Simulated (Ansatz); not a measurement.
Ansatz (a quantum-chemistry and plane-wave program) input:

Ansatz 0.2 input:
```yaml
crystal:
  periodic: [false, false, false]
  atoms:
    - {symbol: Ga, position_ang: [0.06898587, 0.01230400, 0.02072653]}
    - {symbol: H, position_ang: [-0.86655961, -1.41500440, -0.26921292]}
    - {symbol: H, position_ang: [-1.27200235, 1.03358047, -0.37330959]}
basis:
  gaussian:
    orbitals: def2-TZVP
hamiltonian:
  xc: b3lyp
  dispersion: d3bj
total_charge: -1
phonons: {temperatures: {t_min: 298.15, t_max: 298.15, t_step: 100}}
```

Problem. Predict the final energy.

Solution. -1926.08319 Eh (B3LYP-D3(BJ)/def2-TZVP). The basis has 60 functions.
